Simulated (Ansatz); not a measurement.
Total energies of Ge12NH23, a cluster cut from the lattice of germanium (1 of the caps NH2) from Ansatz at PBE-D4/def2-SVP, gas phase (1 Eh = 27.2114 eV = 2625.5 kJ/mol). The reference geometry is relaxed at PBE-D4/def2-SVP.

```xyz
36

Ge   -1.697   -1.820   -3.283
Ge   -0.573    2.590   -0.591
Ge   -1.999   -3.901    0.170
Ge   -0.837    0.612    2.905
Ge    0.737   -1.107   -0.276
Ge    2.038    3.356    2.338
Ge   -2.268   -3.966   -2.259
Ge   -1.013    0.432    0.475
Ge    0.607   -1.237   -2.714
Ge    1.745    3.251   -0.089
Ge    0.303   -3.295    0.724
Ge    1.463    1.245    3.433
N     2.319    4.897   -0.771
H    -2.644   -0.716   -2.735
H    -1.894   -1.894   -4.825
H    -1.563    3.673   -0.063
H    -0.806    2.462   -2.128
H    -2.959   -2.833    0.767
H    -2.379   -5.279    0.786
H    -1.820    1.681    3.464
H    -1.186   -0.756    3.562
H     2.121   -0.549    0.176
H     1.089    4.460    2.893
H     3.495    3.772    2.691
H    -3.721   -4.381   -2.636
H    -1.308   -5.050   -2.830
H    -2.399   -0.148    0.058
H     0.998    0.134   -3.340
H     1.575   -2.318   -3.276
H     2.300    4.910   -1.800
H     1.722    5.671   -0.453
H     2.705    2.193   -0.706
H     0.495   -3.221    2.267
H     1.276   -4.373    0.167
H     1.662    1.379    4.971
H     2.417    0.127    2.926
```

```json
{"state": "charge 0 singlet", "geometry": "reference", "energy (Eh)": "-24985.79609"}
{"state": "charge 1 doublet", "geometry": "reference", "energy (Eh)": "-24985.51628"}
{"state": "charge -1 doublet", "geometry": "reference", "energy (Eh)": "-24985.79824"}
{"state": "free Ge atom (triplet)", "geometry": "–", "energy (Eh)": "-2076.34106"}
{"state": "free N atom (quartet)", "geometry": "–", "energy (Eh)": "-54.46658"}
{"state": "free H atom (doublet)", "geometry": "–", "energy (Eh)": "-0.49863"}
```

Single mean-field runs in def2-SVP are fitted with def2-universal-jkfit.

Question: Work out the vertical ionisation energy to the doublet.

Answer: E(charge 1 doublet) − E(charge 0 singlet) = -24985.51628 − (-24985.79609) = 0.27981 Eh = 7.61 eV. For comparison, −ε of the highest occupied level is 5.54 eV at this level, 2.07 eV less.

Question: Work out the vertical electron affinity, to the doublet.

Answer: E(charge 0 singlet) − E(charge -1 doublet) = -24985.79609 − (-24985.79824) = 0.00215 Eh = 0.06 eV; so near zero that its sign isn't settled. The basis lacks diffuse functions, which makes affinities too small.

Question: Give the fundamental gap IE − EA, the Mulliken electronegativity (IE + EA)/2 and the hardness (IE − EA)/2.

Answer: From the values in Eh: IE − EA = 0.27981 − 0.00215 = 0.27766 Eh = 7.56 eV; (IE + EA)/2 = 3.84 eV; (IE − EA)/2 = 3.78 eV. The HOMO–LUMO gap of the same run is 4.01 eV, 3.55 eV smaller than the fundamental gap.

Question: What is the binding energy per atom against free atoms?

Answer: Atoms: 12 × (-2076.34106) + 1 × (-54.46658) + 23 × (-0.49863) = -24982.02779 Eh. Binding: -24982.02779 − (-24985.79609) = 3.76830 Eh = 102.54 eV, or 2.85 eV for each of 36 atoms (no zero-point energy, no counterpoise term).

At PBE-D4/def2-SVP the gap within one spin of the charge 1 doublet nearly closes, so an electron or hole may be smeared out by delocalisation error. At PBE-D4/def2-SVP the gap within one spin of the charge -1 doublet nearly closes, so an electron or hole may be smeared out by delocalisation error. At PBE-D4/def2-SVP the highest occupied level of the charge -1 doublet lies above zero (up to 1.51 eV). Energy differences disagree on whether the electron is bound (positive means bound): 0.06 eV (vertical, to the charge 0 singlet, at PBE-D4/def2-SVP), but -0.20 eV at PBE0-D4/def2-SVP.
